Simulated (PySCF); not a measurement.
**Solvent effects on NMR parameters**

Geometry:
```
atom   x (Å)   y (Å)   z (Å)
 Si1   3.332   0.314   0.199
  S2   2.253   0.757  -1.596
  C3   0.514   0.253  -1.215
  C4   0.436  -1.221  -0.812
  C5  -0.931  -1.834  -0.943
  C6  -2.039  -1.396  -0.335
  C7  -2.110  -0.206   0.579
  C8  -1.632   1.106  -0.046
  C9  -0.123   1.231  -0.233
 H10   2.745   0.966   1.410
 H11   4.694   0.866  -0.052
 H12   3.443  -1.152   0.473
 H13   0.032   0.370  -2.201
 H14   0.790  -1.319   0.233
 H15   1.150  -1.786  -1.429
 H16  -1.011  -2.714  -1.590
 H17  -2.971  -1.943  -0.517
 H18  -1.509  -0.403   1.488
 H19  -3.146  -0.081   0.928
 H20  -2.142   1.254  -1.013
 H21  -1.953   1.939   0.601
 H22   0.109   2.252  -0.575
 H23   0.371   1.120   0.749
```

GIAO PBE0/pcSseg-1 in PySCF on one PBE0-D3(BJ)/def2-SVP conformer, non-relativistic, equivalent nuclei averaged. Solvents enter as an IEF-PCM continuum (chloroform with ε = 4.7) around the gas-phase geometry. Shifts are referred to TMS, CS2 computed in the same medium.

Gas phase, δ in ppm: Si1 -64.2, S2 -83.5, C6 145.1, C5 139.9, C9 43.9, C3 43.5, C4 41.6, C7 30.7, C8 29.8, H17 6.18, H16 6.08, H10/H11/H12 4.62, H15 2.49, H14 2.42. Dipole moment 1.95 D.

(1) How does each δ change in the continuum?

(2) Which of the listed nuclei move most (in ppm), and what does the model miss?

## Answers

(1) 
```
      atoms                        environment  Δδ, chloroform
        Si1           silicon bonded to S, 3 H            +0.2
         S2             sulfur bonded to C, Si            -9.5
         C6                          alkene CH            +1.7
         C5                          alkene CH            +0.5
         C9                  sp3 CH2 in a ring            +0.5
         C3                 sp3 CH bonded to S            +1.1
         C4                    allylic sp3 CH2            +0.2
         C7                    allylic sp3 CH2            +0.4
         C8                  sp3 CH2 in a ring            +0.5
        H17           hydrogen on an alkene CH           +0.10
        H16           hydrogen on an alkene CH           +0.06
H10/H11/H12  hydrogen on a silicon bonded to S            0.00
        H15     hydrogen on an allylic sp3 CH2           -0.03
        H14     hydrogen on an allylic sp3 CH2           +0.09
```

Changes are relative to the gas phase. The dipole moment becomes 2.41 D in chloroform.

(2) S2 (sulfur bonded to C, Si, -9.5 ppm) in chloroform. A continuum only polarises the solute; specific hydrogen bonds, the anisotropy of aromatic solvents and changes of geometry or conformer are outside it.
